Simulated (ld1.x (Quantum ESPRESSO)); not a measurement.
Scattering properties, PAW potential for Hf (Z = 72)

hafnium, PAW, made with ld1.x (Quantum ESPRESSO) 7.5 (PBEsol, fully relativistic). Core [Kr] 4d10, reference 4f14 5s2 5p6 5d2 6s2 6p0. Waves: 5s (bound): rcut 1.60, rcutus 1.75 bohr; 6s (bound): rcut 1.60, rcutus 1.75 bohr; 5p (bound): rcut 2.05, rcutus 2.45 bohr; 6p (bound, empty): rcut 2.05, rcutus 2.45 bohr; 5d (bound): rcut 1.60, rcutus 1.85 bohr; 5d channel at 2.25 Ry: rcut 1.60, rcutus 1.85 bohr; 4f (bound): rcut 0.80, rcutus 0.90 bohr; 4f channel at 2.75 Ry: rcut 0.80, rcutus 0.90 bohr. Local part: all-electron potential smoothed inside 1.85 bohr (lloc = -2). Core correction: a·sin(br)/r model core, default radius (ld1.x builds one for every PAW set, though the input has nlcc=.false.). Augmentation charge: BESSEL, radius 0.75 bohr.

Open shells are filled in proportion to 2j + 1 (rel_dist='average').

The phase is arctan(r·u′/u) with u = r·R(r), unwrapped; energies in Ry, scanned from -7 to 5 Ry. A pole is an energy at which the radial function vanishes at the test radius. The pseudo phase is shifted by a multiple of π to meet the all-electron one at the reference energy, and phase errors are pseudo minus all-electron; the curves can meet again beyond the range given. Levels narrower than the energy grid can be missing from the lists of poles.

**Question.** For each channel, where are the poles, and over which energies does the pseudopotential scatter like the atom?

**Answer.**

| channel | radius (bohr) | reference energy (Ry) | poles, all-electron | poles, pseudo | unbroken range about the reference energy with phases within 0.05 rad | phase error 1 Ry above the reference energy (rad) |
| --- | --- | --- | --- | --- | --- | --- |
| s | 2.66 | -0.38 | -4.88, 2.56 | -4.88, 2.54 | the whole range | -0.000 |
| p1/2 | 2.66 | -0.12 | -2.94, 3.81 | -2.94, 3.13 | below 2.8 | -0.044 |
| p3/2 | 2.66 | -0.09 | -2.30, 4.41 | -2.30, 3.22 | below 0.9 | -0.058 |
| d3/2 | 2.66 | -0.22 | 0.55 | 0.55 | the whole range | -0.000 |
| d5/2 | 2.66 | -0.19 | 0.64 | 0.64 | the whole range | -0.000 |
| f5/2 | 2.66 | -1.31 | -1.29, 3.98 | -1.29, 3.98 | the whole range | +0.000 |
| f7/2 | 2.66 | -1.18 | -1.16, 4.01 | -1.16, 4.01 | the whole range | +0.000 |

The ghost test of this file was not conclusive.

Phases in the d3/2 channel:

| E (Ry) | all-electron | pseudo |
| --- | --- | --- |
| -7.00 | 1.427 | 1.427 |
| -6.48 | 1.421 | 1.421 |
| -5.96 | 1.414 | 1.414 |
| -5.44 | 1.406 | 1.406 |
| -4.92 | 1.397 | 1.397 |
| -4.40 | 1.387 | 1.387 |
| -3.88 | 1.373 | 1.373 |
| -3.36 | 1.357 | 1.357 |
| -2.84 | 1.335 | 1.335 |
| -2.32 | 1.304 | 1.304 |
| -1.80 | 1.255 | 1.255 |
| -1.28 | 1.161 | 1.161 |
| -0.76 | 0.882 | 0.882 |
| -0.24 | -0.680 | -0.680 |
| 0.28 | -1.461 | -1.461 |
| 0.80 | -1.639 | -1.639 |
| 1.32 | -1.742 | -1.742 |
| 1.84 | -1.849 | -1.849 |
| 2.36 | -2.016 | -2.016 |
| 2.88 | -2.420 | -2.420 |
| 3.40 | -3.487 | -3.487 |
| 3.92 | -4.198 | -4.198 |
| 4.44 | -4.436 | -4.436 |
| 4.96 | -4.545 | -4.545 |
